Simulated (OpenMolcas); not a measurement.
Au4+ among 6 point charges of -1.7 e arranged as a trigonal antiprism (D3d), 1.84 Å from the ion, with a polar angle of 63.5° against the regular 54.74°.
```
   0.0000    1.6466    0.8212  -1.70
  -1.4260   -0.8233    0.8212  -1.70
   1.4260   -0.8233    0.8212  -1.70
   0.0000   -1.6466   -0.8212  -1.70
   1.4260    0.8233   -0.8212  -1.70
  -1.4260    0.8233   -0.8212  -1.70
```

```json
{
 "Program": "OpenMolcas 26.06",
 "Method": "CASSCF",
 "Basis": "ANO-RCC-VDZP [7s6p4d2f]",
 "Scalar Hamiltonian": "DKH2, point nucleus",
 "Active space": "7 electrons in 5 orbitals (5d)",
 "State averaging": "2S+1 = 4 even, 10 roots; 2S+1 = 2 even, 40 roots",
 "Spin-orbit coupling": "RASSI with atomic mean-field integrals over the reference wave functions"
}
```

Q: What is the spin-free ground state (labels of D3, the rotations of D3d)?

A: 4E, 2-fold in its orbital part, 84 % from free-ion F terms; it has the highest spin that d7 allows.

Q: Where is the first state of the same spin?

A: 4A2 at 1920 cm-1 above the ground state.

Q: What are the lowest two levels with spin-orbit coupling?

A: A 2-fold level E1/2 with g = 1.63, 4.68, 4.68, then a 2-fold level E3/2 378.6 cm-1 above it. Their leading multiplicities are 4 (86 %) and 4 (76 %).

Q: What is χT at 300 K?

A: 3.04 cm3 K/mol.

Spin-orbit coupling mixes the spin-free states strongly: the lowest level takes only 57 % from its leading state, 4E. An orbital doublet at a regular site is open to a Jahn-Teller distortion, which this geometry leaves out. Without dynamic correlation the repulsion within the d shell is too large (B by tens of per cent), so at a given field states of lower spin stand too high. This shell can be high or low spin here, a state of another spin lies low, and with metal d orbitals alone active their balance is uncertain, so the ground spin may be wrong. Point charges give a weaker field than real ligands, and real ions of this kind are as a rule low spin; the high spin found here belongs to the model. This is an electrostatic model: the charges have no orbitals. No measured value stands beside these numbers.
